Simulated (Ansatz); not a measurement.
Compare A (`C[CH2][Ge][OH]`) with its isomer B (`[CH3][GeH2][CH]=O`).

Isolated molecules relaxed with PBE0-D4/def2-TZVP in Ansatz; ΔE leaves out vibrations. CBS: MP2 limit from def2 TZ/QZ plus the TZ coupled-cluster correction, frozen cores. DFT in def2-TZVPP. B3LYP here is the variant with VWN-RPA as its local correlation; programs differ in this. For Ge outer-core shells are correlated without core-valence functions, which leaves a few kJ/mol of doubt a bond. Scalar relativity is left out up to krypton. Each species was taken in one conformer, which may not be the lowest.

**Question.** Which is lower in electronic energy at CCSD(T)/CBS, and by how much? (Best estimate.)

**Answer.** The calculation gave: A, by 107.7 kJ/mol.

**Question.** Give E(B) − E(A) in kJ/mol with ωB97M-V, HF/def2-TZVPP, B3LYP, MP2/def2-TZVPP, PBE0-D4, CCSD(T)/def2-TZVPP, CCSD/def2-TZVPP. (Best estimate.)

**Answer.** Computed: ωB97M-V 107.2, HF/def2-TZVPP 79.9, B3LYP 101.9, MP2/def2-TZVPP 96.2, PBE0-D4 101.8, CCSD(T)/def2-TZVPP 89.8, CCSD/def2-TZVPP 90.7. None reverses the order clearly.

Largest T1 diagnostic: 0.014.

In def2-TZVPP, CCSD(T) changes the Hartree–Fock value by +9.9 kJ/mol (the triples alone add −0.9 kJ/mol) and MP2 by +16.3 kJ/mol. The D4 term adds +3.4 kJ/mol with B3LYP and +1.6 kJ/mol with PBE0; it sums over pairs of atoms, weighted by their polarisabilities, and B3LYP, whose exchange is more repulsive, gets the larger term.
